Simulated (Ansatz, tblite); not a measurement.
Spin states of the cluster CdCl2⁻ (the lowest doublet isomer of a short search), each relaxed with r2SCAN-D4/def2-TZVPD in Ansatz. Electronic energies in the gas phase.

In the def2 sets Cd takes a core potential, while STO-3G treats all electrons; there is no spin–orbit coupling. The xTB rows come from tblite. LC-ωPBE has ω = 0.4 bohr⁻¹. Correlated methods freeze 10 core orbitals; core or outer-core shells of Cd are correlated, in sets that lack core-valence functions. HOMO above LUMO, or a gap near zero within one spin, warns that the state may not be the lowest or that an electron is smeared out. The structure comes from a short search, and lower isomers may exist.

Doublet geometry (C2v within 0.1 Å):

Cartesian coordinates in Å:
```
Cd -0.071 0.364 0.776
Cl 0.951 -1.897 0.502
Cl -0.879 1.532 -1.277
```

Quartet geometry (C2v within 0.1 Å):

```xyz
3

Cd    0.042    0.792   -0.929
Cl    0.258   -1.937   -0.836
Cl   -0.300    1.145    1.765
```

Only these spin states were relaxed.

| level | quartet − doublet (kJ/mol) | lowest of these |
| --- | --- | --- |
| GFN2-xTB | 994.8 | doublet |
| HF/def2-TZVPD | 474.3 | doublet |
| LC-ωPBE/def2-TZVPD | 570.1 | doublet |
| PBE-QIDH/def2-TZVPD | 579.2 | doublet |
| RPA@PBE/def2-TZVPD | 469.2 | doublet |
| CCSD/def2-TZVPD | 563.4 | doublet |

Estimate the rows for HF/STO-3G, PBE-D4/def2-TZVPD, BLYP-D4/def2-TZVPD, PBE0-D4/def2-TZVPD, r2SCAN0-D4/def2-TZVPD, MP2/def2-TZVPD.


| level | quartet − doublet (kJ/mol) | lowest of these | remarks |
| --- | --- | --- | --- |
| HF/STO-3G | 637.2 | doublet | HOMO above zero (doublet), HOMO above zero (quartet) |
| PBE-D4/def2-TZVPD | 495.5 | doublet | HOMO above zero (quartet), gap within one spin near zero (quartet) |
| BLYP-D4/def2-TZVPD | 491.6 | doublet | HOMO above zero (doublet), HOMO above zero (quartet), gap within one spin near zero (quartet) |
| PBE0-D4/def2-TZVPD | 524.6 | doublet | HOMO above zero (quartet) |
| r2SCAN0-D4/def2-TZVPD | 529.5 | doublet | HOMO above zero (quartet) |
| MP2/def2-TZVPD | 588.1 | doublet | – |

The xTB methods have no term that favours high spin, so they put low spin too low.

How do the metal–ligand distances follow the spin state?


| state | donor atoms | mean metal–ligand distance (Å) | range (Å) | Mulliken spin on the metal (PBE0) |
| --- | --- | --- | --- | --- |
| doublet | 2 | 2.496 | 2.50–2.50 | 0.92 |
| quartet | 2 | 2.738 | 2.74–2.74 | 2.01 |

⟨S²⟩ at PBE0-D4/def2-TZVPD: doublet 0.75 (pure 0.75), quartet 3.76 (pure 3.75).
